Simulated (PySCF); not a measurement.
# Continuum solvent and chemical shifts

Bonds (- single, = double, # triple, : aromatic): Si1-N2, N2-Si3, N2-C4, C4-C5, C5-C6, C6-C7, C7-C8, C8-C9, C8-C4, C9-C4, C7-C5, C9-C6. Si1 carries H10, H11, H12; Si3 carries H13, H14, H15; C5 carries H16; C6 carries H17; C7 carries H18; C8 carries H19; C9 carries H20. Stereochemistry as in [SiH3]N([SiH3])[C@@]12[C@@H]3[C@H]4[C@@H]3[C@@H]1[C@H]42.

GIAO PBE0/pcSseg-1 in PySCF 2.14 on one PBE0-D3(BJ)/def2-SVP conformer, non-relativistic, equivalent nuclei averaged. Solvents enter as an IEF-PCM continuum (acetone with ε = 20.5, dimethylsulfoxide with ε = 46.8) around the gas-phase geometry. Shifts are referred to TMS computed in the same medium.

Gas phase, δ in ppm: Si1/Si3 -50.8, C4 55.9, C8/C9 39.2, C5 37.1, C6/C7 25.9, H10/H11/H12/H13/H14/H15 4.64, H16 2.72, H19/H20 2.62, H17/H18 2.08. Dipole moment 0.68 D.

Question: How does each δ change in the continuum?

Answer: 
```
                  atoms                               environment  Δδ, acetone  Δδ, dimethylsulfoxide
                Si1/Si3                  silicon bonded to N, 3 H         -0.2                   -0.2
                     C4                three-membered-ring carbon         +0.4                   +0.4
                  C8/C9                three-membered-ring carbon         +0.5                   +0.5
                     C5                three-membered-ring carbon         +0.5                   +0.5
                  C6/C7                three-membered-ring carbon         +0.3                   +0.3
H10/H11/H12/H13/H14/H15         hydrogen on a silicon bonded to N        -0.05                  -0.05
                    H16  hydrogen on a three-membered-ring carbon        +0.12                  +0.12
                H19/H20  hydrogen on a three-membered-ring carbon        +0.13                  +0.14
                H17/H18  hydrogen on a three-membered-ring carbon        +0.12                  +0.13
```

Changes are relative to the gas phase. The dipole moment becomes 0.73 D in acetone, 0.73 D in dimethylsulfoxide.

Question: Which nuclei move most (in ppm), and what does the model miss?

Answer: C8/C9 (three-membered-ring carbon, +0.5 ppm) and C5 (three-membered-ring carbon, +0.5 ppm) in dimethylsulfoxide. A continuum only polarises the solute; specific hydrogen bonds, the anisotropy of aromatic solvents and changes of geometry or conformer are outside it.
